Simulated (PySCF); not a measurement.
Compound: C6H9Br.
SMILES: `C[C@@]1(Br)C[C@H]2C[C@H]21`

Level of theory: PySCF 2.14.0, density-fitted response routines, TDDFT B3LYP/def2-SVPD, vertical, gas phase, core orbitals frozen in the response. Isolated species at its PBE0-D3(BJ)/def2-SVP geometry, gas phase. Relativistic effects, spin–orbit coupling among them, are left out although an element past zinc is present.

Computed states:

```tsv
state	E (eV)	f
S1	5.70	0.0007
S2	5.80	0.0022
S3	6.29	0.0035
S4	7.02	0.047
S5	7.04	0.109
S6	7.14	0.040
```

Broadening: Gaussians 0.25 eV wide at half height, area fixed by f = 4.319×10⁻⁹ ∫ε dν̃. The width is an assumption, not a result. The curve ends short of the highest state used, and states not computed would add to its high-energy end.

(1) What does the envelope look like, and where are its maxima?

(2) Coming from long wavelengths, where does ε first pass 100 L mol⁻¹ cm⁻¹?

(3) On this curve, what absorbance would a 10⁻⁵ mol/L sample give at 222 nm over a 1 cm path?

Answers

(1) 
```
E (eV)  ε (L mol⁻¹ cm⁻¹)
  5.32                 0
  5.35                 0
  5.38                 1
  5.41                 2
  5.44                 5
  5.47                10
  5.49                15
  5.52                26
  5.55                44
  5.58                69
  5.61               102
  5.64               141
  5.66               170
  5.69               213
  5.72               251
  5.75               277
  5.78               286
  5.81               277
  5.83               261
  5.86               225
  5.89               180
  5.92               135
  5.95                95
  5.98                65
  6.01                48
  6.03                44
  6.06                52
  6.09                75
  6.12               114
  6.15               168
  6.18               230
  6.20               272
  6.23               328
  6.26               366
  6.29               376
  6.32               357
  6.35               313
  6.37               274
  6.40               210
  6.43               149
  6.46                98
  6.49                59
  6.52                33
  6.54                22
```

Maxima: 214 nm (5.78 eV), ε about 290, made up of S1 (21%) and S2 (79%); 197 nm (6.29 eV), ε about 380, made up of S3 (100%) (ε in L mol⁻¹ cm⁻¹; maxima over ε = 5, shares over 10%).

(2) At about 221 nm (5.61 eV), 0.09 eV below S1.

(3) 222 nm is 5.585 eV, where ε is about 74 L mol⁻¹ cm⁻¹, so A = ε c l ≈ 0.00074 (Beer–Lambert, with the gas-phase spectrum and the assumed width).
